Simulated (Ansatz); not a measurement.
Two members of one family (Series GeEtX3), computed with Ansatz in the gas phase. The two geometries come from different levels. Binding counts from free atoms in the multiplicity of their measured ground term, without zero-point energy. The structures are stationary points that may keep the symmetry of their start.

First: GeEt(OEt)3 (singlet, charge 0, PBE-D4/def2-SVP geometry).

```xyz
32

Ge   -0.2293   -0.6769    0.5530
C    -0.5419   -2.5583    0.9679
C    -0.6354   -2.7975    2.4798
H     0.2913   -3.1338    0.5137
H    -1.4716   -2.8595    0.4426
H    -0.8154   -3.8686    2.7084
H     0.3006   -2.4944    2.9902
H    -1.4620   -2.2123    2.9289
O    -1.4277    0.4096    1.3165
C    -2.2768    1.2745    0.5604
C    -1.5966    2.5852    0.1899
H    -2.6414    0.7719   -0.3636
H    -3.1655    1.4717    1.2010
H    -2.3098    3.2648   -0.3231
H    -1.2162    3.1021    1.0945
H    -0.7480    2.4008   -0.4994
O    -0.3261   -0.2429   -1.1989
C     0.4739   -0.9371   -2.1515
C     0.2575   -0.3107   -3.5199
H     1.5549   -0.8854   -1.8757
H     0.2023   -2.0215   -2.1844
H     0.8510   -0.8381   -4.2941
H    -0.8132   -0.3580   -3.8030
H     0.5621    0.7558   -3.5118
O     1.3879   -0.3057    1.2370
C     1.8451    1.0387    1.3642
C     2.4626    1.5679    0.0748
H     1.0168    1.7060    1.6975
H     2.6041    1.0400    2.1789
H     2.8753    2.5872    0.2231
H     3.2856    0.9067   -0.2624
H     1.7059    1.6179   -0.7347
```

| level | HOMO (eV) | LUMO (eV) | gap (eV) | binding per atom (eV) |
| --- | --- | --- | --- | --- |
| PBE-D4/def2-TZVP | -6.10 | -0.36 | 5.75 | 4.15 |
| r2SCAN-D4/def2-TZVP | -6.42 | 0.07 | 6.49 | 4.08 |
| B3LYP-D4/6-31G | -7.15 | 0.51 | 7.67 | 4.00 |
| PBE0-D4/def2-SVP | -7.53 | 1.00 | 8.53 | 4.12 |
| PBE0-D4/def2-TZVP | -7.60 | 0.62 | 8.22 | 4.08 |

Second: GeEt(NMe2)3 (singlet, charge 0, r2SCAN-D4/def2-SVP geometry).

Cartesian coordinates in Å:
```
Ge 0.1990 0.0303 -0.1883
C 0.8520 -0.2673 -2.0098
C -0.2801 -0.6922 -2.9477
H 1.6697 -1.0085 -2.0115
H 1.2990 0.6855 -2.3430
H 0.0755 -0.8379 -3.9811
H -0.7478 -1.6348 -2.6201
H -1.0776 0.0678 -2.9751
N -1.2975 1.0861 -0.0575
C -1.2005 2.5157 -0.2395
C -2.6226 0.5574 -0.2779
H -1.5090 2.8418 -1.2581
H -0.1639 2.8510 -0.0746
H -1.8506 3.0568 0.4792
H -2.6145 -0.5399 -0.1934
H -3.3435 0.9538 0.4675
H -3.0265 0.8187 -1.2819
N 1.4662 0.9805 0.7595
C 2.8739 0.7606 0.5247
C 1.1698 1.4075 2.1084
H 3.4523 1.6896 0.7057
H 3.0576 0.4625 -0.5197
H 3.3159 -0.0229 1.1805
H 0.0853 1.5632 2.2274
H 1.4981 0.6783 2.8826
H 1.6734 2.3681 2.3369
N -0.3627 -1.5813 0.5188
C 0.2651 -2.8254 0.1463
C -0.9163 -1.5986 1.8550
H 1.1112 -3.1121 0.8103
H 0.6516 -2.7809 -0.8844
H -0.4657 -3.6591 0.1842
H -1.3811 -0.6276 2.0887
H -1.7002 -2.3772 1.9480
H -0.1554 -1.8097 2.6396
```

Question: Estimate the same table for the second.

Answer: 
| level | HOMO (eV) | LUMO (eV) | gap (eV) | binding per atom (eV) |
| --- | --- | --- | --- | --- |
| PBE-D4/def2-TZVP | -4.38 | -0.06 | 4.32 | 4.00 |
| r2SCAN-D4/def2-TZVP | -4.60 | 0.49 | 5.09 | 3.92 |
| B3LYP-D4/6-31G | -5.12 | 1.52 | 6.63 | 3.87 |
| PBE0-D4/def2-SVP | -5.56 | 1.32 | 6.87 | 3.98 |
| PBE0-D4/def2-TZVP | -5.66 | 0.74 | 6.40 | 3.94 |
